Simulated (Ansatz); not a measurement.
cyclo-(H2SiO)2 (Si2O2H4), relaxed as a singlet with RKS PBE0-D4/def2-SVP in Ansatz, starting from the GFN2-xTB geometry. Force threshold 0.02 eV/Å.

Start:

Cartesian coordinates in Å:
```
Si -0.067 -1.196 0.105
H 0.866 -1.885 0.965
H -1.078 -1.917 -0.633
O 0.733 -0.119 -0.889
Si 0.067 1.196 -0.105
H -0.866 1.886 -0.965
H 1.078 1.917 0.633
O -0.733 0.119 0.889
```

| step | energy (eV) | largest force component (eV/Å) | SCF passes |
| --- | --- | --- | --- |
| 1 | -19898.2281 | 1.675 | 22 |
| 2 | -19898.4671 | 0.628 | 23 |
| 3 | -19898.4818 | 0.349 | 23 |
| 4 | -19898.4870 | 0.030 | 23 |
| 5 | -19898.4870 | 0.001 | 18 |

Force components are those of the run's own axes.

End:

```xyz
8

Si   -0.0668   -1.1984    0.1049
H     0.8331   -2.0193    0.9562
H    -1.0600   -2.0499   -0.6000
O     0.7564   -0.1225   -0.9177
Si    0.0668    1.1983   -0.1049
H    -0.8331    2.0193   -0.9562
H     1.0600    2.0500    0.6000
O    -0.7564    0.1225    0.9178
```

By distances, no bond broke or formed. The bond that changes most is Si5–H7, from 1.44 to 1.49 Å (atoms count from 1).

No frequencies were taken in this run, so the end may be a saddle point.

Hardware: 4 threads of Arm Neoverse V2 on a shared host. Wall time 4.8 s.
